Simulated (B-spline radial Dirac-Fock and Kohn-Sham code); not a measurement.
The K (1s) hole of ruthenium ions: width and yield against charge

Calculated with a radial atomic solver, using a relativistic independent-particle model: LDA orbitals of the hole state, radiative multipoles to third order, Auger rates from the Coulomb interaction with a continuum orbital, Dirac-Fock energies. Tabulated ground configurations, configuration averages; single configurations, so decays that open only by mixing (as 1s 2s² with 1s 2p² in Be-like ions) are missing and such tiny yields are far too low.

```csv
ion,configuration,radiative (eV),non-radiative (eV),yield
Ru,[Kr] 4d7 5s1,4.13,1.07,0.794
Ru⁺,[Kr] 4d7,4.13,1.07,0.794
Ru²⁺,[Kr] 4d6,4.13,1.07,0.794
Ru³⁺,[Kr] 4d5,4.13,1.08,0.793
Ru⁴⁺,[Kr] 4d4,4.13,1.08,0.793
Ru⁵⁺,[Kr] 4d3,4.14,1.08,0.793
Ru⁶⁺,[Kr] 4d2,4.14,1.08,0.793
Ru⁷⁺,[Kr] 4d1,4.15,1.08,0.793
```
